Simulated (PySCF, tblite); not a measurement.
Isomers of C5H10N2Si2, one GFN2-xTB conformer each. Single-point energies are computed at PBE0/pcSseg-1 (PySCF, gas phase, no added dispersion term), electronic only.

| SMILES | GFN2-xTB relative energy (kcal/mol) |
| --- | --- |
| N#CCCC[SiH2][SiH2]C#N | 82.3 |
| [SiH3]N[SiH2]c1ccccn1 | 0.0 |
| C#C[SiH2]NCC[SiH2]C#N | 86.6 |

Conformers: `[N:1]#[C:2][CH2:3][CH2:4][CH2:5][SiH2:6][SiH2:7][C:8]#[N:9]` with C2–C3–C4–C5 64°, C3–C4–C5–Si6 -179°, C4–C5–Si6–Si7 -178°, C5–Si6–Si7–C8 56°; `[SiH3:1][NH:2][SiH2:3][c:4]1[cH:5][cH:6][cH:7][cH:8][n:9]1` with Si1–N2–Si3–C4 -171°, N2–Si3–C4–C5 -173°; `[CH:1]#[C:2][SiH2:3][NH:4][CH2:5][CH2:6][SiH2:7][C:8]#[N:9]` with C2–Si3–N4–C5 67°, Si3–N4–C5–C6 -72°, N4–C5–C6–Si7 -56°, C5–C6–Si7–C8 -172°.

Problem. What does PBE0/pcSseg-1 give for the same structures?

Solution. 
| SMILES | PBE0/pcSseg-1 E (Eh) | PBE0/pcSseg-1 (kcal/mol) | GFN2-xTB (kcal/mol) | point group |
| --- | --- | --- | --- | --- |
| [SiH3]N[SiH2]c1ccccn1 | -884.40739 | 0.0 | 0.0 | – |
| N#CCCC[SiH2][SiH2]C#N | -884.34918 | 36.5 | 82.3 | C1 |
| C#C[SiH2]NCC[SiH2]C#N | -884.31437 | 58.4 | 86.6 | C1 |

Both levels put the same isomer lowest; measured from each level's own lowest isomer, the values differ by up to 45.8 kcal/mol (N#CCCC[SiH2][SiH2]C#N: 82.3 against 36.5). As drawn, the lowest has an aromatic ring, which the highest lacks; the highest has a C≡N group and a C≡C bond, which the lowest lacks.

Problem. Which frontier levels, dipoles and rotational constants go with these structures?

Solution. 
```json
{"SMILES": "[SiH3]N[SiH2]c1ccccn1", "HOMO (eV, PBE0/pcSseg-1)": "-7.09", "LUMO (eV)": "-1.05", "dipole (D)": "2.76", "A, B, C (MHz)": "3553, 540.7, 474.7"}
{"SMILES": "N#CCCC[SiH2][SiH2]C#N", "HOMO (eV, PBE0/pcSseg-1)": "-8.90", "LUMO (eV)": "-0.82", "dipole (D)": "4.26", "A, B, C (MHz)": "1838, 449.2, 421.2"}
{"SMILES": "C#C[SiH2]NCC[SiH2]C#N", "HOMO (eV, PBE0/pcSseg-1)": "-7.41", "LUMO (eV)": "-0.56", "dipole (D)": "3.36", "A, B, C (MHz)": "1729, 653.7, 520.2"}
```

Problem. What happens when harmonic zero-point energies from GFN2-xTB frequencies are added?

Solution. 
| SMILES | ZPE (kcal/mol) | electronic (kcal/mol) | with ZPE (kcal/mol) |
| --- | --- | --- | --- |
| [SiH3]N[SiH2]c1ccccn1 | 82.6 | 0.0 | 0.0 |
| N#CCCC[SiH2][SiH2]C#N | 83.1 | 36.5 | 37.1 |
| C#C[SiH2]NCC[SiH2]C#N | 82.3 | 58.4 | 58.2 |

The zero-point energies span 0.8 kcal/mol. The order is unchanged.
